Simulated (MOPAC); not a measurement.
Job for MOPAC: AM1 on C3H8N2 (a complex), monomers drawn apart or pushed together.

```
AM1 1SCF PRECISE CHARGE=0 THREADS=1
C3H8N2

C      0.19250141 1     1.30180665 1     0.16281910 1
C     -0.63658801 1     0.10867104 1     0.14241081 1
N     -1.29259930 1    -0.83563949 1     0.16213596 1
H     -0.28916587 1     2.10573048 1    -0.39424763 1
H      0.32421596 1     1.60196636 1     1.20467507 1
H      1.16360358 1     1.09380567 1    -0.28701486 1
C      0.84283804 1    -0.63715226 1     4.51276284 1
N     -0.16523039 1     0.40533703 1     4.30707794 1
H      1.76567159 1    -0.18221558 1     4.87663196 1
H      1.06179089 1    -1.11370434 1     3.55661432 1
H      0.55097511 1    -1.42500903 1     5.21830823 1
H     -0.41075016 1     0.84458371 1     5.18616617 1
H     -1.01367909 1    -0.00181066 1     3.93011683 1
```

It printed:

```
*******************************************************************************
 **                                                                           **
 **                              MOPAC v23.2.5                                **
 **                                                                           **
 *******************************************************************************
 ** MOPAC's Digital Object Identifier: https://doi.org/10.5281/zenodo.6511958 **
 **                                                                           **
 ** Please cite the open-source release paper for use of this MOPAC version:  **
 ** J. E. Moussa and J. J. P. Stewart (2026)                                  **
 ** MOPAC: An open-source semiempirical molecular orbital program             **
 ** J. Open Source Softw., 11(119), 8025, https://doi.org/10.21105/joss.08025 **
 *******************************************************************************

                              AM1 CALCULATION RESULTS

 *******************************************************************************
 *  AM1        - The AM1 Hamiltonian to be used
 *
 *
 *
 *                 CHARGE ON SYSTEM = 0
 *
 *
 *
 *  PRECISE    - TIGHTER CRITERIA TO BE USED
 *  1SCF       - DO 1 SCF AND THEN STOP
 *  THREADS=1  - MULTI-THREADING NOT USED
 *  T=         - A TIME OF 172800.0 SECONDS REQUESTED
 *  DUMP=N     - RESTART FILE WRITTEN EVERY 7200.0 SECONDS REQUESTED
 *******************************************************************************
AM1 1SCF PRECISE CHARGE=0 THREADS=1
 C3H8N2

   ATOM   CHEMICAL          X               Y               Z
  NUMBER   SYMBOL      (ANGSTROMS)     (ANGSTROMS)     (ANGSTROMS)

     1       C          0.19250141  *   1.30180665  *   0.16281910  *
     2       C         -0.63658801  *   0.10867104  *   0.14241081  *
     3       N         -1.29259930  *  -0.83563949  *   0.16213596  *
     4       H         -0.28916587  *   2.10573048  *  -0.39424763  *
     5       H          0.32421596  *   1.60196636  *   1.20467507  *
     6       H          1.16360358  *   1.09380567  *  -0.28701486  *
     7       C          0.84283804  *  -0.63715226  *   4.51276284  *
     8       N         -0.16523039  *   0.40533703  *   4.30707794  *
     9       H          1.76567159  *  -0.18221558  *   4.87663196  *
    10       H          1.06179089  *  -1.11370434  *   3.55661432  *
    11       H          0.55097511  *  -1.42500903  *   5.21830823  *
    12       H         -0.41075016  *   0.84458371  *   5.18616617  *
    13       H         -1.01367909  *  -0.00181066  *   3.93011683  *



          CARTESIAN COORDINATES

    NO.       ATOM           X           Y           Z

     1         C          0.1925      1.3018      0.1628
     2         C         -0.6366      0.1087      0.1424
     3         N         -1.2926     -0.8356      0.1621
     4         H         -0.2892      2.1057     -0.3942
     5         H          0.3242      1.6020      1.2047
     6         H          1.1636      1.0938     -0.2870
     7         C          0.8428     -0.6372      4.5128
     8         N         -0.1652      0.4053      4.3071
     9         H          1.7657     -0.1822      4.8766
    10         H          1.0618     -1.1137      3.5566
    11         H          0.5510     -1.4250      5.2183
    12         H         -0.4108      0.8446      5.1862
    13         H         -1.0137     -0.0018      3.9301

  H: (AM1): M.J.S. DEWAR ET AL, J. AM. CHEM. SOC. 107 3902-3909 (1985)
  C: (AM1): M.J.S. DEWAR ET AL, J. AM. CHEM. SOC. 107 3902-3909 (1985)
  N: (AM1): M.J.S. DEWAR ET AL, J. AM. CHEM. SOC. 107 3902-3909 (1985)

           Empirical Formula: C3 H8 N2  =    13 atoms



      MOLECULAR POINT GROUP   :   C1


      RHF CALCULATION, NO. OF DOUBLY OCCUPIED LEVELS = 15


 -------------------------------------------------------------------------------
 AM1 1SCF PRECISE CHARGE=0 THREADS=1
 C3H8N2



     1SCF WAS SPECIFIED, SO BFGS WAS NOT USED
     SCF FIELD WAS ACHIEVED


                              AM1 CALCULATION
                                                       MOPAC v23.2.5 Linux




          FINAL HEAT OF FORMATION =         14.38820 KCAL/MOL =      60.20023 KJ/MOL


          COSMO AREA              =        142.58 SQUARE ANGSTROMS
          COSMO VOLUME            =        124.10 CUBIC ANGSTROMS

          IONIZATION POTENTIAL    =         10.000380 EV
          HOMO LUMO ENERGIES (EV) =        -10.000  1.889
          NO. OF FILLED LEVELS    =         15
          MOLECULAR WEIGHT        =         72.1096         POINT GROUP:  C1

          MOLECULAR DIMENSIONS (Angstroms)

            Atom       Atom       Distance
            H    11    H     4     6.68377
            N     3    H    12     4.12235
            H    13    H     6     2.81059


          SCF CALCULATIONS        =          1





   ATOM   CHEMICAL          X               Y               Z
  NUMBER   SYMBOL      (ANGSTROMS)     (ANGSTROMS)     (ANGSTROMS)

     1       C          0.19250141  *   1.30180665  *   0.16281910  *
     2       C         -0.63658801  *   0.10867104  *   0.14241081  *
     3       N         -1.29259930  *  -0.83563949  *   0.16213596  *
     4       H         -0.28916587  *   2.10573048  *  -0.39424763  *
     5       H          0.32421596  *   1.60196636  *   1.20467507  *
     6       H          1.16360358  *   1.09380567  *  -0.28701486  *
     7       C          0.84283804  *  -0.63715226  *   4.51276284  *
     8       N         -0.16523039  *   0.40533703  *   4.30707794  *
     9       H          1.76567159  *  -0.18221558  *   4.87663196  *
    10       H          1.06179089  *  -1.11370434  *   3.55661432  *
    11       H          0.55097511  *  -1.42500903  *   5.21830823  *
    12       H         -0.41075016  *   0.84458371  *   5.18616617  *
    13       H         -1.01367909  *  -0.00181066  *   3.93011683  *

                             CARTESIAN COORDINATES

   1    C        0.192501410     1.301806650     0.162819100
   2    C       -0.636588010     0.108671040     0.142410810
   3    N       -1.292599300    -0.835639490     0.162135960
   4    H       -0.289165870     2.105730480    -0.394247630
   5    H        0.324215960     1.601966360     1.204675070
   6    H        1.163603580     1.093805670    -0.287014860
   7    C        0.842838040    -0.637152260     4.512762840
   8    N       -0.165230390     0.405337030     4.307077940
   9    H        1.765671590    -0.182215580     4.876631960
  10    H        1.061790890    -1.113704340     3.556614320
  11    H        0.550975110    -1.425009030     5.218308230
  12    H       -0.410750160     0.844583710     5.186166170
  13    H       -1.013679090    -0.001810660     3.930116830


           Empirical Formula: C3 H8 N2  =    13 atoms



      MOLECULAR POINT GROUP   :   C1


                  EIGENVALUES
 -37.06481 -35.11890 -31.07455 -25.75662 -18.39161 -16.89646 -15.55310 -15.39141
 -15.38829 -14.08812 -13.55082 -12.66658 -12.50127 -12.46994 -10.00038   1.88900
   1.91313   3.23876   3.69057   4.16830   4.23280   4.28625   4.31899   4.46608
   4.95532   5.96475   6.04964   6.75930


              NET ATOMIC CHARGES AND DIPOLE CONTRIBUTIONS

  ATOM NO.   TYPE          CHARGE      No. of ELECS.   s-Pop       p-Pop
    1          C          -0.129959        4.1300     1.18967     2.94029
    2          C          -0.137644        4.1376     1.28596     2.85169
    3          N          -0.062495        5.0625     1.81832     3.24418
    4          H           0.104958        0.8950     0.89504
    5          H           0.119785        0.8802     0.88022
    6          H           0.105336        0.8947     0.89466
    7          C          -0.136695        4.1367     1.22042     2.91628
    8          N          -0.340317        5.3403     1.60761     3.73271
    9          H           0.080541        0.9195     0.91946
   10          H           0.081715        0.9183     0.91829
   11          H           0.040975        0.9590     0.95902
   12          H           0.135698        0.8643     0.86430
   13          H           0.138102        0.8619     0.86190
 DIPOLE           X         Y         Z       TOTAL
 POINT-CHG.     1.303     1.420     0.398     1.968
 HYBRID        -0.181    -0.147     0.692     0.731
 SUM            1.122     1.273     1.090     2.017


          ATOMIC ORBITAL ELECTRON POPULATIONS

     Atom    s        px        py        pz
    1  C   1.18967   0.97815   0.91173   1.05042
    2  C   1.28596   0.95155   0.95088   0.94926
    3  N   1.81832   1.07980   1.09297   1.07141
    4  H   0.89504
    5  H   0.88022
    6  H   0.89466
    7  C   1.22042   0.96464   0.93808   1.01356
    8  N   1.60761   1.13679   1.29815   1.29777
    9  H   0.91946
   10  H   0.91829
   11  H   0.95902
   12  H   0.86430
   13  H   0.86190

 **********************
 *                    *
 * JOB ENDED NORMALLY *
 *                    *
 **********************




 == MOPAC DONE ==
```

The run finished.

Cost: about 0.04 core-seconds (a rough figure).
